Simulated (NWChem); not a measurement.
Everything below was run with NWChem. System: AlF$_{2}$I, charge 0, spin multiplicity 1, at a geometry optimised with PBE0/def2-SVP with def2 effective core potentials on I. The structure started from a generated list of species. Level: G0W0@PBE0/def2-TZVPP with def2 effective core potentials on I, RI basis def2-tzvpp-rifit, no spin-orbit coupling.

Job file:

```
start mol
memory heap 200 mb stack 700 mb global 1700 mb
geometry units angstroms nocenter noautoz
  Al     0.000000     0.000000    -1.350059
  F     -1.414417     0.000000    -2.199612
  F      1.414417     0.000000    -2.199612
  I      0.000000     0.000000     1.078185
  symmetry group C2v
end
basis spherical
  * library def2-tzvpp
end
ecp
  I library def2-ecp
end
basis "ri basis" bse spherical
  * library def2-tzvpp-rifit
end
dft
  xc pbe0
  iterations 100
  direct
  tolerances tight
end
task dft energy
gw
  method cdgw
  states alpha occ 4 vir 2
end
task dft gw
```

Output (cleaned and shortened):

```
             Northwest Computational Chemistry Package (NWChem) 7.3.0
             --------------------------------------------------------

                                NWChem Input Module
                                -------------------

 Scaling coordinates for geometry "geometry" by  1.889725989
 (inverse scale =  0.529177249)

 Turning off AUTOSYM since
 SYMMETRY directive was detected!

                             Geometry "geometry" -> ""
                             -------------------------

 Output coordinates in angstroms (scale by  1.889725989 to convert to a.u.)

  No.       Tag          Charge          X              Y              Z
 ---- ---------------- ---------- -------------- -------------- --------------
    1 Al                  13.0000     0.00000000     0.00000000    -1.35005900
    2 F                    9.0000    -1.41441700     0.00000000    -2.19961200
    3 F                    9.0000     1.41441700     0.00000000    -2.19961200
    4 I                   53.0000     0.00000000     0.00000000     1.07818500

 Effective nuclear repulsion energy (a.u.)     381.7651939609

            Nuclear Dipole moment (a.u.)
            ----------------------------
        X                 Y               Z
 ---------------- ---------------- ----------------
     0.0000000000     0.0000000000     0.0000415740

      Symmetry information
      --------------------

 Group name             C2v
 Group number             16
 Group order               4
 No. of unique centers     3

      Symmetry unique atoms

     1    2    4


 Summary of "ao basis" -> "" (spherical)
 ------------------------------------------------------------------------------
       Tag                 Description            Shells   Functions and Types
 ---------------- ------------------------------  ------  ---------------------
 *                         def2-tzvpp                 on all atoms

 Summary of "ri basis" -> "" (spherical)
 ------------------------------------------------------------------------------
       Tag                 Description            Shells   Functions and Types
[...]
           0.000000000000        1625.115905135809           0.000000000000
           0.000000000000           0.000000000000         271.456115123371

     Multipole analysis of the density
     ---------------------------------

     L   x y z        total         alpha         beta         nuclear
     -   - - -        -----         -----         ----         -------
     0   0 0 0     -0.000000    -28.000000    -28.000000     56.000000

     1   1 0 0      0.000000      0.000000      0.000000      0.000000
     1   0 1 0     -0.000000     -0.000000     -0.000000      0.000000
     1   0 0 1      0.498407     28.773822     28.773822    -57.049236

     2   2 0 0    -39.887373    -84.241339    -84.241339    128.595305
     2   1 1 0     -0.000000     -0.000000     -0.000000      0.000000
     2   1 0 1      0.000000      0.000000      0.000000      0.000000
     2   0 2 0    -33.116537    -16.558268    -16.558268      0.000000
     2   0 1 1     -0.000000     -0.000000     -0.000000      0.000000
     2   0 0 2    -38.332172   -268.865467   -268.865467    499.398761

 Task  times  cpu:       20.4s     wall:       20.4s

                                NWChem Input Module
                                -------------------

                                 NWChem GW Module
                                 ----------------

                             ***********************
                             ***        GW       ***
                             ***********************

 Summary of "ri basis" -> "ri basis" (spherical)
 ------------------------------------------------------------------------------
       Tag                 Description            Shells   Functions and Types
 ---------------- ------------------------------  ------  ---------------------
 Al                     def2-tzvpp-rifit            33      123   11s8p7d5f2g
 F                      def2-tzvpp-rifit            22       76   8s6p4d3f1g
 I                      def2-tzvpp-rifit            38      184   9s8p8d6f4g3h

                 Memory Information
                 ------------------
          Available GA per process is          1699.8 MBs
          Available stack per process is        700.0 MBs
          Available heap per process is           0.0 MBs

          Peak memory in Initialization
              Peak GA per process is                 17.9 MBs
              Peak stack per process is               0.2 MBs
              Peak heap per process is               18.7 MBs
              Memory not in MA per process            0.0 MBs

          Peak memory in CDGW Calculation
              Peak GA per process is                 21.3 MBs
              Peak stack per process is               3.2 MBs
              Peak heap per process is                3.4 MBs
              Memory not in MA per process            0.0 MBs

          Computing 2-center integrals
          Computing Inverse Cholesky factor
          Computing 3-center integrals
          Computing Vxc

          Computing Sigma_x
          Computing W(iw) on the imaginary grid
          Solving quasiparticle equations

                  Alpha Orbitals
          State     Energy (eV)     Error (eV)
          -----------------------------------
@GW        25        -14.365           0.002
@GW        26        -12.281           0.002
@GW        27        -10.578           0.004
@GW        28        -10.428           0.002
@GW        29          0.305           0.005
@GW        30          0.937           0.004

     GW Timing Statistics
   ------------------------
   Init.   :          0.2s
     ERIs  :          2.1s
     Distr.:          0.0s
     Vxc   :          2.0s
   Vmo     :          0.0s
   iW      :          4.9s
   I_n     :          0.0s
   R_n     :          0.3s
   GW total:          9.5s

 Task  times  cpu:        9.5s     wall:        9.5s

 Total times  cpu:       30.0s     wall:       30.0s
```
